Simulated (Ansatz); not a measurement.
The same hydrogenolysis along the group O, S, Te.

Gas-phase electronic energies from Ansatz, PBE0-D4/def2-TZVP geometries. CCSD(T)/CBS adds triple-zeta CCSD(T) − MP2 to the extrapolated MP2 energy (def2 sets, frozen cores). This one scheme is used for every species. Functionals use def2-TZVPP. Elements past krypton have def2 core potentials. For Te outer-core shells are correlated without core-valence functions, which leaves a few kJ/mol of doubt a bond. Each species was taken in one conformer, which may not be the lowest.

| reaction | CCSD(T)/CBS(def2) (eV) |
| --- | --- |
| `CBO` + H₂ → H₂O + `BC` | 1.32 |
| `CBS` + H₂ → H₂S + `BC` | 0.84 |
| `CB[TeH]` + H₂ → H₂Te + `BC` | ? |

Fill in the missing values. (An estimate is asked.)

The calculation gave: `CB[TeH]` + H₂ → H₂Te + `BC`: +0.67 eV.

Largest T1 diagnostic: 0.013, for `CB[TeH]`.
